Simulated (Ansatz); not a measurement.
Pulling on the B1–F3 bond in BFH2O (SMILES OBF) (multiplicity 1 held, fragments rigid). Energies count from the point at 1.327 Å.
Geometry at that point (charge 0, multiplicity 1):
```xyz
5

B     -0.3560    -0.1697    -0.2196
H     -1.2844    -0.6674    -0.7800
F     -0.1423     1.1333    -0.3545
O      0.5051    -0.8606     0.5561
H      0.3044    -1.7990     0.6194
```

U- levels take the lowest unrestricted solution at each point, which mixes spins at long bonds. Active spaces are followed from a long bond inwards. Curves can end on different states.

Cores are frozen in the correlated methods.

Programs: Ansatz (a first-principles code) with Gaussian orbitals. Values without a source in brackets are computed.

Question: One of these levels gives 168.13 kcal/mol for the energy at R = 4.247 Å. Which one is it?
(A) CASSCF(6,4)/cc-pVDZ
(B) U-MP2/cc-pVDZ
(C) U-HF/cc-pVDZ

Answer: B, U-MP2/cc-pVDZ. The others give 127.57 (U-HF/cc-pVDZ), 141.29 (CASSCF(6,4)/cc-pVDZ)

Doubts at one or more of the structures used: a spin-contaminated determinant (U-HF/cc-pVDZ, U-MP2/cc-pVDZ); active orbitals that take no part (CASSCF(6,4)/cc-pVDZ).
